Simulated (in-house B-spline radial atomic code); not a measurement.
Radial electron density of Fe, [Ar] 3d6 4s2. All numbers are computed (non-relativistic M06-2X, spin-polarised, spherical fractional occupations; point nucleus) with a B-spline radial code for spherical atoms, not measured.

Caution: exact exchange at fractional occupations of open shells leaves self-interaction of up to several eV.

Columns: r (bohr), 4πr²n(r) (electrons per bohr), bar.

```
 0.00261   0.8906 #
  0.0032    1.298 ##
 0.00393    1.885 ##
 0.00481    2.698 ###
  0.0059    3.836 #####
 0.00723    5.376 #######
 0.00887     7.43 #########
  0.0109     10.1 #############
  0.0133    13.27 #################
  0.0163    17.07 ######################
    0.02    21.23 ###########################
  0.0246    25.38 ################################
  0.0301    28.75 ####################################
  0.0369    30.79 #######################################
  0.0453    30.92 #######################################
  0.0555    29.21 #####################################
   0.068    26.54 ##################################
  0.0834    24.53 ###############################
   0.102    24.91 ################################
   0.125    28.14 ####################################
   0.154    32.64 #########################################
   0.188    34.77 ############################################
   0.231     31.9 ########################################
   0.283    24.62 ###############################
   0.347    16.85 #####################
   0.426    13.04 #################
   0.522    14.14 ##################
    0.64    16.43 #####################
   0.785    16.02 ####################
   0.962    12.42 ################
    1.18    7.879 ##########
    1.45     4.27 #####
    1.77    2.336 ###
    2.17    1.467 ##
    2.66    1.051 #
    3.27   0.7214 #
       4   0.4128 #
    4.91   0.1965 
    6.02  0.06719 
    7.38  0.01582 
    9.05 0.002664 
    11.1 0.0002811
```

On this grid the curve has 3 maxima, near 0.0453, 0.188, 0.64 bohr.

The 3d down radial function P(r) = rR(r), positive near the nucleus:

| r (bohr) | P |
| --- | --- |
| 0.02 | 0.0008655 |
| 0.0301 | 0.002713 |
| 0.0453 | 0.008185 |
| 0.068 | 0.02319 |
| 0.102 | 0.06083 |
| 0.154 | 0.1459 |
| 0.231 | 0.3009 |
| 0.347 | 0.5223 |
| 0.522 | 0.7379 |
| 0.785 | 0.8153 |
| 1.18 | 0.7162 |
| 1.77 | 0.5257 |
| 2.66 | 0.3285 |
| 4 | 0.1687 |
| 6.02 | 0.06872 |
| 9.05 | 0.0209 |
